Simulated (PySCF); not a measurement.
C₃H₆F₂Si, SMILES C/C=C(\F)[SiH2]F. Geometry: B3LYP-D3(BJ)/def2-SVP. The structure was generated by enumeration; whether it is a known compound was not checked. Other conformers were not sampled.

Computed equilibrium geometry at B3LYP-D3(BJ)/def2-SVP (PySCF confirms it by a frequency run) as a Z-matrix, and its point group (one conformer of several):
point group Cs.
```
C
C 1 1.3376
F 1 1.3633 2 120.38
H 2 1.0948 1 115.88 3 180.00
C 2 1.4965 4 118.57 1 180.00
H 5 1.0983 2 111.41 4 -180.00
H 5 1.1034 6 108.57 2 -122.23
H 5 1.1034 6 108.57 7 -115.53
Si 1 1.8718 2 126.02 4 0.00
F 9 1.6312 1 106.15 2 0.00
H 9 1.4855 10 108.82 4 119.85
H 9 1.4855 11 110.36 10 -119.34
```
